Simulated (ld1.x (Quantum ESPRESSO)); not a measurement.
antimony: one change to an RRKJ potential, before and after

antimony, norm-conserving RRKJ (Kleinman–Bylander form), made with ld1.x (Quantum ESPRESSO) 7.5 (PBEsol, scalar-relativistic). Core [Kr] 4d10, reference 5s2 5p2.75 (charge +0.25). Waves: 5s (bound): rc 1.90 bohr; 5p (bound): rc 2.50 bohr. Local part: all-electron potential smoothed inside 1.75 bohr (lloc = -1). Core correction: a·sin(br)/r model core inside 1.90 bohr. rho0 = 0.01.

All-electron outer shells of the reference configuration (PBEsol, scalar-relativistic, ld1.x):

| shell | level (eV) | outermost node (bohr) | outermost maximum (bohr) |
| --- | --- | --- | --- |
| 4d | -35.43 | 0.38 | 0.84 |
| 5s | -14.72 | 0.95 | 1.88 |
| 5p | -6.53 | 1.04 | 2.32 |

Change: local potential all-electron potential smoothed inside 1.00 bohr (lloc = -1).

Cutoffs: the cutoffs (Ry, on a coarse ladder) from which the occupation-weighted sum of valence levels, in a spherical-Bessel basis at the reference potential, stays within 10 and 1 mRy of its value at 400 Ry; they do not see the model core or the augmentation charge, which bear on the density cutoff. Errors are all-electron minus pseudo energies relative to the spin-unpolarised reference configuration.

How do hardness, ghosts and transferability respond?

The potential gets neither clearly harder nor softer (35 Ry and 45 Ry → 35 Ry and 45 Ry); the bound ghosts move from d, s to d, p, s; the number of tests that count goes from 6 to 3; the range in which the s phases agree narrows (upper end 2.7 → 1.1). In the separable form a ghost depends on how the local part lies against the semilocal potential of the channel, so the choice of the local part can create or remove one.

| quantity | base | changed |
| --- | --- | --- |
| cutoff, loose | 35 Ry | 35 Ry |
| cutoff, tight | 45 Ry | 45 Ry |
| loose cutoff by channel (10 mRy a level) | s 30 Ry, p 12 Ry | s 30 Ry, p 6 Ry |
| bound ghosts | s, d | s, p, d |
| tests counted (converged, no solver errors) | 6 of 7 | 3 of 7 |
| error for 5s2 5p3, meV [ΔE -1.42 eV] | +0.3 | +0.3 |
| error for 5s2 5p2.5, meV [ΔE 1.85 eV] | -0.6 | -0.5 |
| s: phases at 2.72 bohr within 0.05 rad from the reference energy up to (Ry; the scan ends near 5) | 2.7 | 1.1 |
| p: phases at 2.72 bohr within 0.05 rad from the reference energy up to (Ry; the scan ends near 5) | 1.9 | 2.8 |

Base: Tests not counted: 5s1 5p0 (solver errors, printed error -6.0 eV). Changed file: Tests not counted: 5s2 5p2 (solver errors, printed error -68.2 eV); 5s2 5p1 (solver errors, printed error -2.3 eV); 5s1 5p3 (solver errors, printed error -112 eV); 5s1 5p4 (solver errors, printed error -106 eV). These tests converged, but a pseudo level misses the all-electron one widely, so the file describes the atom poorly there or has found another state: 5s1 5p0: empty 5p by 8.1 eV. A true bound ghost makes a file unfit for plane-wave use even where its test errors are small: the radial tests pick states by their node count and pass the ghost by. Where a test does run into it, the solver fails or the error is huge.
